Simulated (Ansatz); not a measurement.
Cost and result for the atomization energy of C$_{2}$H$_{5}$BOSe, SMILES `OB1CC[Se]1` (10 atoms, 10 bonds).

Cartesian coordinates in Å:
```
O 0.973 2.073 0.237
B 0.603 0.782 0.148
C -0.791 0.145 -0.196
C -0.328 -1.318 -0.079
Se 1.563 -0.914 0.389
H 1.896 2.210 0.465
H -1.585 0.397 0.513
H -1.163 0.395 -1.194
H -0.370 -1.886 -1.006
H -0.798 -1.883 0.723
```

The species carries charge 0 and has multiplicity 1. Correlated methods include outer-core shells of Se, which these sets cover unevenly. Scalar relativity is left out up to krypton. Geometry: relaxed with PBE0-D4/def2-TZVP. It is one conformer, not always the lowest. Program: Ansatz. All runs use 4 threads of an Arm Neoverse V1 on a shared host. Times are those of one run each, without the atoms' runs, and a repeat can differ threefold. Electronic energies, without spin–orbit coupling; frozen cores. CCSD(T)/CBS adds CCSD(T) − MP2 in def2-TZVPP to the MP2 limit, and its time is that of the two runs behind it. T1 = 0.012. With those shells the extrapolation isn't a true limit. B3LYP takes the VWN-RPA correlation (the form of Gaussian; ORCA's B3LYP/G).

CCSD(T)/CBS is a level of theory with its own doubt, some kJ/mol a heavy atom from the limit and from the frozen cores, so smaller differences don't rank the functionals.

| level | functions | wall time | atomization (kJ/mol) | difference from CCSD(T)/CBS | per bond |
| --- | --- | --- | --- | --- | --- |
| PBE-D4/def2-TZVPP (with forces) | 242 | 2.7 s | 4134.6 | 117.3 | 11.7 |
| PBE0-D4/def2-TZVPP | 242 | 3.2 s | 4055.8 | 38.5 | 3.8 |
| r2SCAN-D4/def2-TZVPP (with forces) | 242 | 5 s | 4048.7 | 31.4 | 3.1 |
| B3LYP-D4/def2-TZVPP (with forces) | 242 | 5.5 s | 4009.9 | -7.4 | -0.7 |
| B2PLYP/def2-TZVPP | 242 | 6.5 s | 3977.5 | -39.8 | -4.0 |
| ωB97X-V/def2-TZVPP | 242 | 8.5 s | 4022.2 | 4.9 | 0.5 |
| ωB97M-V/def2-TZVPP (with forces) | 242 | 13 s | 4025.7 | 8.4 | 0.8 |
| MP2/def2-QZVPP | 467 | 31 s | 4074.6 | 57.3 | 5.7 |
| CCSD(T)/def2-TZVPP | 242 | 3.5 min | 3917.5 | -99.8 | -10.0 |
| CCSD(T)/CBS(def2) | – | 4 min | 4017.3 | 0.0 | 0.0 |

From PBE to PBE0 (25 % exact exchange), in def2-TZVPP and without D4, the atomization energy moves by −75.2 kJ/mol: exact exchange takes away binding that semilocal exchange gives to molecules. In def2-TZVPP, CCSD(T) changes the Hartree–Fock value by +990.4 kJ/mol (the triples alone add +69.4 kJ/mol) and MP2 by +1089.6 kJ/mol; breaking electron pairs costs correlation energy, which Hartree–Fock lacks. The D4 term adds +36.1 kJ/mol with B3LYP and +18.6 kJ/mol with PBE0; it sums over pairs of atoms, weighted by their polarisabilities, and B3LYP, whose exchange is more repulsive, gets the larger term.
